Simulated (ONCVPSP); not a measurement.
**PBE ONCV dataset for osmium, scalar-relativistic all-electron reference.**

ONCVPSP 4.0.1 input, shortened (lines: element, Z, core and valence counts, functional; n l f; lmax; l rc ep ncon nbas qcut; lloc lpopt rc5 dvloc0; l nproj debl; icmod fcfact rcfact), PBE, scalar-relativistic:

```
  Os 76.00   10    4        4      upf
    1    0    2.00
    2    0    2.00
    2    1    6.00
    3    0    2.00
    3    1    6.00
    3    2   10.00
    4    0    2.00
    4    1    6.00
    4    2   10.00
    4    3   14.00
    5    0    2.00
    5    1    6.00
    5    2    6.00
    6    0    1.00
    2
    0    1.85    0.00    3    6    8.20
    1    1.25    0.00    4    9    7.60
    2    2.15    0.00    3    8    8.90
    4    1    1.00    4.00
    0    2    2.60
    1    2    1.50
    2    2    5.35
    3    1.75    1.55
```

In the p channel the program set the typed energies aside and used -2.165, 0.250 Ha.

All-electron outer shells of the reference configuration (PBE, scalar-relativistic, ld1.x):

```csv
shell,level (eV),outermost node (bohr),outermost maximum (bohr)
5s,-99.60,0.51,0.91
4f,-60.01,–,0.40
5p,-58.92,0.55,1.03
5d,-14.14,0.60,1.36
6s,-13.14,1.20,2.39
```

Results:

```
Cutoffs needed             : 31 Ha and 157 Ha (the cutoffs (Ha) at which the residual kinetic energy of the hardest occupied pseudo-wave falls to 1 and 0.1 mHa per electron)
Ghost test                 : no bound ghost flagged; GHOST(+) flagged for s at 153.5 eV
Largest excitation error   : -13 meV (all-electron minus pseudo) for 5s2 5p6 5d5 6s0, out of 4 test configurations
rms error of d²Exc/dni dnj : 7.17 mHa without and 1.34 mHa with the model core
```

Generation and tests took about 5.6 s on one core of a shared server CPU.
